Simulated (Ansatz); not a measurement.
Ansatz results at the PBE0-D4/def2-TZVP geometry: HOMO energy (B3LYP/def2-TZVPP) -5.58 eV; HOMO–LUMO gap (B3LYP/def2-TZVPP) 3.43 eV; LUMO energy (PBE0/def2-TZVPP) -1.96 eV.

Each molecule was computed in one conformer, which needn't be the lowest.

(1) Which molecule gave them?
A. `FC1NC[SiH2]S1`
B. `S[CH]1[CH2][GeH2]1`
C. `[OH][Al]1[CH2][GaH]1`
D. `OC[BH][AlH][SH]`

## Answers

(1) C. The others give `OC[BH][AlH][SH]`: -6.88, 5.20, -1.50; `S[CH]1[CH2][GeH2]1`: -5.94, 5.68, -0.03; `FC1NC[SiH2]S1`: -6.81, 6.61, 0.04.

B3LYP here is the variant with VWN-RPA as its local correlation; programs differ in this.
